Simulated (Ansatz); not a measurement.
Two members of one family (Series Hf2X8), computed with Ansatz in the gas phase; def2 core potentials for Hf, no spin–orbit coupling. Binding counts from free atoms in the multiplicity of their measured ground term, without zero-point energy. The structures are stationary points that may keep the symmetry of their start.

First: Hf2(Br)8 (singlet, charge 0, PBE-D4/def2-SVP geometry).

```tsv
atom	x (Å)	y (Å)	z (Å)
Hf1	-0.7271	0.8433	-1.8415
Br2	-3.0806	1.5231	-1.4168
Br3	-0.9618	-0.1444	-4.1151
Br4	0.7309	2.7891	-2.3704
Br5	0.2324	-1.4568	-0.9425
Hf6	0.7272	-0.8431	1.8395
Br7	3.0825	-1.5210	1.4222
Br8	-0.7324	-2.7901	2.3632
Br9	0.9549	0.1414	4.1180
Br10	-0.2260	1.4585	0.9434
```

```csv
level,HOMO (eV),LUMO (eV),gap (eV),binding per atom (eV)
PBE-D4/def2-SVP,-7.41,-3.65,3.75,3.82
PBE0-D4/def2-SVP,-8.69,-3.04,5.66,3.73
```

Second: Hf2(OH)8 (singlet, charge 0, PBE-D4/def2-SVP geometry).

```xyz
18

Hf   -0.7706    1.2764   -1.0588
O    -2.4879    1.8508   -0.2641
O     0.1066    3.0172   -1.2006
O    -1.0680    0.6832   -2.8927
O     1.1030    0.4271   -0.3052
Hf    0.7951   -1.3742    0.8937
O     2.5438   -1.0857    1.7165
O    -0.2584   -1.7688    2.5183
O     0.9864   -2.9888   -0.1815
O    -1.0651   -0.5193    0.1362
H    -2.9291    2.7077   -0.1599
H     0.5544    3.8624   -1.0831
H    -1.7247    0.5326   -3.5863
H     1.9741    0.8361   -0.4409
H     3.3662   -0.8471    2.1581
H    -0.0242   -1.9861    3.4336
H     0.8158   -3.9366   -0.2584
H    -1.9174   -0.6865    0.5752
```

Question: What does the change do? Estimate second minus first.

Answer: 
| level | Δ HOMO (eV) | Δ LUMO (eV) | Δ gap (eV) | Δ binding per atom (eV) |
| --- | --- | --- | --- | --- |
| PBE-D4/def2-SVP | 1.03 | 2.97 | 1.94 | 0.92 |
| PBE0-D4/def2-SVP | 0.61 | 3.09 | 2.48 | 0.84 |
